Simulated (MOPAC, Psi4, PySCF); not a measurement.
Two rigid molecules brought together: F2Mg ··· H4OSi (SMILES [F][Mg][F] and O[SiH3]), singlet. Monomers: optimised at B3LYP-D3(BJ) (def2-TZVP), held rigid. Orientation: lowest of the rigid-body minima from ten starts at GFN2-xTB. Only R, the distance of the centres of mass, is varied, so the lowest point isn't the relaxed dimer. The table gives interaction energies.

```json
[
 {"R / Å": "2.84", "A": "-23.61", "B": "-9.39", "C": "-2.94"},
 {"R / Å": "3.05", "A": "-30.10", "B": "-16.91", "C": "-13.30"},
 {"R / Å": "3.29", "A": "-27.42", "B": "-16.69", "C": "-14.61"},
 {"R / Å": "3.42", "A": "-24.54", "B": "-15.24", "C": "-13.49"},
 {"R / Å": "3.77", "A": "-16.83", "B": "-10.66", "C": "-9.25"},
 {"R / Å": "4.04", "A": "-12.30", "B": "-7.75", "C": "-6.46"},
 {"R / Å": "4.57", "A": "-6.74", "B": "-4.07", "C": "-3.10"},
 {"R / Å": "5.25", "A": "-3.31", "B": "-1.83", "C": "-1.36"},
 {"R / Å": "6.27", "A": "-1.30", "B": "-0.62", "C": "-0.72"},
 {"R / Å": "7.52", "A": "-0.50", "B": "-0.20", "C": "-0.39"}
]
```

Energies in kcal/mol.

Question: Which curve belongs to which method? The methods are PBE-D3(BJ)/def2-TZVP, counterpoise-corrected in Psi4; PM7, restricted, heats of formation (MOPAC 23.2.5); restricted Hartree-Fock/LANL2DZ, with its core potentials past Ne, no counterpoise correction (PySCF).

Answer: A is RHF/LANL2DZ; B is PBE-D3(BJ)/def2-TZVP; C is PM7.
